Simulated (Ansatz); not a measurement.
Species: C2H2F2, SMILES `C=C(F)F` (charge 0, multiplicity 1), formula C₂H₂F₂.

Task: How many basis functions does Ansatz (a first-principles code) with frozen-core CCSD(T)/cc-pVTZ // r2SCAN-D4/def2-TZVP use, how many core orbitals are frozen, and how many electrons are correlated?

Result: 148 basis functions and 4 frozen orbitals, which leaves 24 correlated electrons. Core time is of the order of seconds.
